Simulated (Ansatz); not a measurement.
Q: Name a neutral molecule of C, Cl, N, O, W and H with size of the dipole moment (ωB97M-V/def2-TZVPP) between 2.95 and 3.25 D and HOMO–LUMO gap (PBE/def2-TZVPP) between 4.20 and 4.50 eV (Ansatz, PBE0-D4/def2-TZVP geometry).

A: `C[O][W](=[NH])(=[NH])[Cl]` (3.01 D, 4.23 eV). Other molecules can fit too; these were computed, each in one conformer that needn't be the lowest.
